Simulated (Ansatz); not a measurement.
Reaction (ligand exchange at the Si–O bond): `[OH][Ga]([SH])[O][SiH3]` + `N=[C]1[CH2][GeH2]1` → `[SiH3]/N=[C]1/[CH2][GeH2]1` + `[OH][Ga]([OH])[SH]`

Gas-phase electronic energies from Ansatz, PBE0-D4/def2-TZVP geometries. CBS: MP2 limit from def2 TZ/QZ plus the TZ coupled-cluster correction, frozen cores. Functionals use def2-TZVPP. B3LYP here is the variant with VWN-RPA as its local correlation; programs differ in this. For Ga, Ge outer-core shells are correlated without core-valence functions, which leaves a few kJ/mol of doubt a bond. Scalar relativity is left out up to krypton. Each species was taken in one conformer, which may not be the lowest.

| level | ΔE (kcal/mol) | difference from CCSD(T)/CBS |
| --- | --- | --- |
| PBE-D4 | 8.3 | -3.2 |
| r2SCAN-D4 | 10.1 | -1.4 |
| PBE0-D4 | 10.1 | -1.4 |
| B3LYP-D4 | 10.8 | -0.7 |
| ωB97X-V | 12.3 | 0.8 |
| ωB97M-V | 11.8 | 0.3 |
| B2PLYP | 11.2 | -0.3 |
| PBE | 8.4 | -3.1 |
| r2SCAN | 10.2 | -1.3 |
| PBE0 | 10.3 | -1.2 |
| B3LYP | 11.1 | -0.4 |
| HF/def2-TZVPP | 16.0 | 4.5 |
| MP2/def2-TZVPP | 10.9 | -0.6 |
| SCS-MP2/def2-TZVPP | 12.3 | 0.8 |
| CCSD/def2-TZVPP | 13.2 | 1.7 |
| CCSD(T)/def2-TZVPP | 12.2 | 0.7 |
| HF/def2-QZVPP | 16.1 | 4.6 |
| MP2/def2-QZVPP | 10.6 | -0.9 |
| SCS-MP2/def2-QZVPP | 12.0 | 0.5 |
| HF/CBS(def2) | 16.1 | 4.6 |
| MP2/CBS(def2) | 10.2 | -1.3 |
| CCSD/CBS(def2) | 12.5 | 1.0 |
| CCSD(T)/CBS | 11.5 | 0 |

Largest T1 diagnostic among the species: 0.014.

From PBE to PBE0 (25 % exact exchange), in def2-TZVPP and without D4, ΔE moves by +1.8 kcal/mol. In def2-TZVPP, CCSD(T) changes the Hartree–Fock value by −3.8 kcal/mol (the triples alone add −1.0 kcal/mol) and MP2 by −5.1 kcal/mol.
